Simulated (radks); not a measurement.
Removal energies from the cerium ion Ce12+, [Kr] 4d10, by Delta-SCF beside the eigenvalue of the level emptied. Calculated with a radial shooting solver on a logarithmic mesh with Libxc functionals: scalar-relativistic Kohn-Sham, LDA (Slater exchange, Perdew-Wang correlation), spin-polarised, spherical densities, finite nucleus; Fermi nuclear charge, rms radius of each element as measured or else 0.836 A^(1/3) + 0.57 fm. Open shells are filled with parallel spins first.

removed from,final configuration,Delta-SCF (eV),-eigenvalue (eV)
4d,[Kr] 4d9,313.53,298.95
4p,[Ar] 3d10 4s2 4p5 4d10,416.41,401.09
4s,[Ar] 3d10 4s1 4p6 4d10,487.55,471.63
3d,[Ar] 3d9 4s2 4p6 4d10,1101.5,1068.7
